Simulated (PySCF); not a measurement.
C5H4F3S (doublet state).
SMILES with atom numbers: `[F:1][C:2]([F:3])=[C:4]([F:5])[C:6]1[CH2:7][S:8][CH2:9]1` (hydrogens: H10, H11 on C7; H12, H13 on C9)

Cartesian coordinates in Å at the GFN2-xTB level; atoms count from 1:
```
atom  x, y, z in Å
F1     3.3950    0.0355    0.2490
C2     2.1005   -0.1689    0.4407
F3     1.8707   -0.9122    1.5234
C4     1.0897    0.3063   -0.3593
F5     1.4749    1.0462   -1.4240
C6    -0.2601    0.1027   -0.1778
C7    -0.9909   -0.6517    0.8737
S8    -2.6096   -0.2298    0.1160
C9    -1.4014    0.5884   -0.9965
H10   -0.8082   -1.7272    0.8907
H11   -0.8926   -0.2608    1.8875
H12   -1.5271    1.6718   -1.0258
H13   -1.4452    0.2002   -2.0153
```

The hyperfine couplings belong to this conformer and change with its torsions.

Computed with PySCF, UKS B3LYP, pcH-1 on C F H S, non-relativistic, mean-field spin-orbit, GIAO. One conformer (not necessarily the lowest) at the GFN2-xTB geometry, without solvent, vibrations or thermal averaging. A GFN2-xTB geometry isn't a minimum of the functional, and hyperfine couplings can be far from their values at a DFT geometry. No stability test was run, so a lower SCF solution isn't excluded. ⟨S²⟩ is 0.776 where a pure state has 0.75.

(1) What is the g tensor, term by term?

(2) What effective moment and Curie constant follow for a powder?

(3) What are the electron Larmor frequencies g μB B/h along the three axes at 350 mT?

(4) Average each term over the three axes. Which is largest in size?

(5) In a frozen sample, at which fields do the three g values resonate at 9.5, 34, 94 and 263 GHz (hyperfine left aside), and which band first spreads them over more than twice a line width of 1.0 mT?

Answers

(1) 
```
                    Δg (ppm)     1     2     3
relativistic mass correction  -197  -197  -197
            gauge correction    -8    33    35
   orbital Zeeman/spin–orbit  -184  1809  1926
                       total  -390  1646  1764
```

So g = 2.00193, 2.00396, 2.00408 and g_iso = 2.00333; the tensor is close to axial: the two nearest values differ by 5 % of g3 − g1. Axes: g2 points within 11° of the F1–C2 bond.

(2) With the mean of g² = 4.0133 and S(S+1) = 0.75: μ_eff = √(⟨g²⟩S(S+1)) = 1.735 μB and χT = 0.12505·⟨g²⟩·S(S+1) = 0.376 cm³ K/mol (cgs; spin-Hamiltonian part alone).

(3) 9.8068, 9.8168, 9.8174 GHz for g1, g2 and g3, a range of 10.6 MHz.

(4) The orbital-Zeeman/spin–orbit term 1184, the mass correction -197 and the gauge correction 20 ppm, for a total of 1007 ppm. The orbital-Zeeman/spin–orbit term is the largest in size. The mass correction is the same along every axis, so the anisotropy comes from the other two: their spans along these axes are 44 (gauge) and 2110 ppm (orbital Zeeman/spin–orbit).

(5) 
| band | GHz | B(g3) mT | B(g2) mT | B(g1) mT | spread mT |
| --- | --- | --- | --- | --- | --- |
| X | 9.5 | 338.69 | 338.71 | 339.05 | 0.36 |
| Q | 34.0 | 1212.14 | 1212.21 | 1213.44 | 1.30 |
| W | 94.0 | 3351.20 | 3351.40 | 3354.81 | 3.61 |
| J | 263.0 | 9376.23 | 9376.79 | 9386.32 | 10.09 |

The spread grows in proportion to the frequency. W band is the first where it exceeds 2.0 mT.

Largest spin populations (Mulliken): C6 (+0.63), C2 (+0.51) and C4 (-0.21). The positive populations add up to 1.33 and the negative ones to -0.33, together 2S = 1. The angles at C6 add up to 360.0°, so it is planar.

The HOMO–LUMO gaps are 5.13 eV among the α and 3.81 eV among the β orbitals.
